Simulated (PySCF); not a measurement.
Compound: C2H6N2SiTe.
SMILES with atom numbers: `[N:1]#[C:2][Te:3][CH2:4][SiH2:5][NH2:6]` (hydrogens: H7, H8 on C4; H9, H10 on Si5; H11, H12 on N6)

A GFN2-xTB structure with every atom displaced at random (by about 0.01 Å) was refined with PBE0-D3(BJ)/def2-SVP geometry optimisation, gas phase, def2 core potentials past Kr (PySCF 2.14.0). Values at the start:

```csv
coordinate,start
N1≡C2,1.156 Å
C2–Te3,2.047 Å
Te3–C4,2.138 Å
C4–Si5,1.908 Å
C4–H7,1.101 Å
C4–H8,1.072 Å
Si5–N6,1.724 Å
Si5–H9,1.480 Å
N6–H11,1.006 Å
N1–C2–Te3,177.6°
C2–Te3–C4,91.8°
Te3–C4–Si5,112.1°
C4–Si5–N6,105.2°
```

How do these coordinates change at the PBE0-D3(BJ)/def2-SVP level?

```
coordinate  PBE0-D3(BJ)/def2-SVP (Å or °)  change
     C4–H8                          1.103  +0.031
    Te3–C4                          2.157  +0.019
    Si5–H9                          1.491  +0.011
    C2–Te3                          2.057  +0.010
    N6–H11                          1.015  +0.009
    Si5–N6                          1.716  -0.008
     N1≡C2                          1.163  +0.007
     C4–H7                          1.100  -0.001
    C4–Si5                          1.908   0.000
 C4–Si5–N6                          117.2   +12.0
Te3–C4–Si5                          116.8    +4.7
 C2–Te3–C4                           95.7    +3.9
 N1–C2–Te3                          179.2    +1.6
```

The energy falls by 0.221 eV over 28 energy and gradient evaluations, the largest force component goes from 0.0196 to 4.5e-04 Eh/bohr, and the atoms move by 1.055 Å rms after alignment. The bond that changes most is C4–H8 (sp3 carbon bound to silicon to methylene hydrogen), which lengthens by 0.031 Å. Bonds longer at the end by more than 0.005 Å: 8 of 11; shorter: 1. Among the dihedrals that turn most is H9–Si5–N6–H11, from -55° to 47°. Rotational constants go from 2183, 1082, 852.6 to 2452, 1035, 760.3 MHz.

The run used 130 basis functions and 219 SCF cycles in all. Hardware: AMD EPYC 7R13, one thread, no GPU, on a shared host. Cost: 4.8 min, 0.54 GiB resident at most.

No PBE0-D3(BJ)/def2-SVP frequencies stand behind this structure, so it isn't proved a minimum. One conformer, not necessarily the lowest.
